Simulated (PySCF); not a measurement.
Species: CH7NPSi (charge +1).
Z-matrix (Å and degrees, GFN2-xTB geometry), rows numbered from 1:
```
C 
N   1  1.2553
Si  2  1.7003  1  141.24
P   3  2.3809  2   93.75  1  -179.37
H   1  1.0891  2  124.85  3     0.18
H   1  1.0867  2  118.50  3  -179.86
H   3  1.4557  2  117.08  1   -74.00
H   3  1.4556  2  116.52  1    75.37
H   4  1.3784  3  119.74  2  -179.71
H   4  1.3776  3  117.58  2    59.27
H   4  1.3775  3  117.35  2   -58.93
```

Level of theory: TDDFT CAM-B3LYP/def2-SVPD, vertical, gas phase, core orbitals frozen in the response in PySCF 2.14.0, density-fitted response routines.

Kohn–Sham orbitals with the atoms that hold most of them (Löwdin shares over 4%, at most four atoms; ? is withheld):

| orbital | ε (eV) | atoms |
| --- | --- | --- |
| LUMO+2 | -3.62 | P4 48%, H11 11%, Si3 11%, H10 11% |
| LUMO+1 | -4.40 | Si3 37%, P4 22%, H8 8%, H7 8% |
| LUMO | -4.58 | ? |
| HOMO | -13.04 | N2 54%, C1 16%, Si3 8%, H5 6% |
| HOMO-1 | -15.52 | ? |
| HOMO-2 | -16.56 | P4 40%, Si3 23%, N2 6%, C1 5% |
| HOMO-3 | -17.26 | Si3 30%, N2 18%, H8 16%, H7 15% |

Task: Give the leading atoms of the HOMO-1.

Result: N2 (bonded to C and Si) 39%; C1 (bonded to N and 2 H) 24%; Si3 (bonded to N, P and 2 H) 16%; H8 (bonded to Si) 8%.

Task: Which atoms hold the LUMO, and with what shares?

Result: C1 (bonded to N and 2 H) 36%; N2 (bonded to C and Si) 28%; Si3 (bonded to N, P and 2 H) 12%; H5 (bonded to C) 5%.

Task: The HOMO–LUMO gap is 8.46 eV. Where does the response calculation put the lowest singlet, and from which orbitals?

Result: S1 is at 3.90 eV (f = 0.0001), 4.56 eV below the gap, made of HOMO→LUMO (94%). Without the coupling terms of the response equations the lowest excitation would equal the gap.

Task: Give energy, strength and leading configuration of S1, S2 and S6, and follow the Löwdin shares of the leading atoms from the occupied to the empty orbital.

Result: 
- S1 (3.90 eV, f 0.0001), HOMO→LUMO (94%): N2 54% → 28%, C1 16% → 36%
- S2 (5.33 eV, f 0.029), HOMO→LUMO+1 (96%): N2 54% → at most 9%, C1 16% → at most 9%, Si3 8% → 37%, P4 at most 7% → 22%
- S6 (7.63 eV, f 0.0002), HOMO-1→LUMO+1 (94%): N2 39% → at most 9%, C1 24% → at most 9%, Si3 16% → 37%, P4 at most 9% → 22%

Löwdin shares depend on the basis, the more so with diffuse functions.

One conformer stands for the species.
